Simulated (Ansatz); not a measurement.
Cost and result for the atomization energy of CH₅FGeOSe (`C[O][GeH]([F])[SeH]`) (10 atoms, 9 bonds).

Z-matrix (Å, degrees):
```
C
O 1 1.414
H 1 1.094 2 111.3
H 1 1.091 2 107.5 3 119.0
H 1 1.096 2 111.8 3 -121.9
Ge 2 1.753 1 121.1 3 71.4
Se 6 2.343 2 112.9 1 50.3
F 6 1.738 2 107.4 1 -64.6
H 6 1.527 2 106.2 1 178.4
H 7 1.469 6 90.0 2 -104.8
```

Total charge 0; spin multiplicity 1. Correlated methods include outer-core shells of Ge, Se, which these sets cover unevenly. Scalar relativity is left out up to krypton. Geometry: relaxed with PBE0-D4/def2-TZVP. It is one conformer, not always the lowest. Program: Ansatz. Hardware: A = 2 threads of an AMD EPYC 7R13 on a shared host; B = 2 threads of an AMD EPYC 7R13 on a shared host and a share of an NVIDIA H100 80 GB. Times are those of one run each, without the atoms' runs, and a repeat can differ threefold. Electronic energies, without spin–orbit coupling; frozen cores. CCSD(T)/CBS adds CCSD(T) − MP2 in def2-TZVPP to the MP2 limit, and its time is that of the two runs behind it. T1 = 0.011. With those shells the extrapolation isn't a true limit. B3LYP takes the VWN-RPA correlation (the form of Gaussian; ORCA's B3LYP/G).

CCSD(T)/CBS is a level of theory with its own doubt, some kJ/mol a heavy atom from the limit and from the frozen cores, so smaller differences don't rank the functionals.

```json
{"level": "PBE-D4/def2-TZVPP (with forces) [A]", "functions": "259", "wall time": "4.6 s", "atomization (kJ/mol)": "3448.5", "difference from CCSD(T)/CBS": "37.0", "per bond": "4.1"}
{"level": "PBE0-D4/def2-TZVPP [A]", "functions": "259", "wall time": "6.5 s", "atomization (kJ/mol)": "3368.6", "difference from CCSD(T)/CBS": "-42.9", "per bond": "-4.8"}
{"level": "r2SCAN-D4/def2-TZVPP (with forces) [A]", "functions": "259", "wall time": "8 s", "atomization (kJ/mol)": "3405.9", "difference from CCSD(T)/CBS": "-5.6", "per bond": "-0.6"}
{"level": "MP2/def2-QZVPP [B]", "functions": "499", "wall time": "9 s", "atomization (kJ/mol)": "3439.4", "difference from CCSD(T)/CBS": "27.9", "per bond": "3.1"}
{"level": "B2PLYP/def2-TZVPP [A]", "functions": "259", "wall time": "11 s", "atomization (kJ/mol)": "3346.9", "difference from CCSD(T)/CBS": "-64.6", "per bond": "-7.2"}
{"level": "B3LYP-D4/def2-TZVPP (with forces) [A]", "functions": "259", "wall time": "11 s", "atomization (kJ/mol)": "3370.5", "difference from CCSD(T)/CBS": "-41.0", "per bond": "-4.6"}
{"level": "CCSD(T)/def2-TZVPP [B]", "functions": "259", "wall time": "12 s", "atomization (kJ/mol)": "3323.4", "difference from CCSD(T)/CBS": "-88.1", "per bond": "-9.8"}
{"level": "ωB97X-V/def2-TZVPP [A]", "functions": "259", "wall time": "18 s", "atomization (kJ/mol)": "3408.5", "difference from CCSD(T)/CBS": "-3.0", "per bond": "-0.3"}
{"level": "CCSD(T)/CBS(def2)", "functions": "–", "wall time": "21 s", "atomization (kJ/mol)": "3411.5", "difference from CCSD(T)/CBS": "0.0", "per bond": "0.0"}
{"level": "ωB97M-V/def2-TZVPP (with forces) [A]", "functions": "259", "wall time": "23 s", "atomization (kJ/mol)": "3378.8", "difference from CCSD(T)/CBS": "-32.7", "per bond": "-3.6"}
```

In def2-TZVPP, CCSD(T) changes the Hartree–Fock value by +951.0 kJ/mol (the triples alone add +59.2 kJ/mol) and MP2 by +1015.2 kJ/mol; breaking electron pairs costs correlation energy, which Hartree–Fock lacks. From PBE to PBE0 (25 % exact exchange), in def2-TZVPP and without D4, the atomization energy moves by −76.7 kJ/mol: exact exchange takes away binding that semilocal exchange gives to molecules. The D4 term adds +36.7 kJ/mol with B3LYP and +19.4 kJ/mol with PBE0; it sums over pairs of atoms, weighted by their polarisabilities, and B3LYP, whose exchange is more repulsive, gets the larger term.
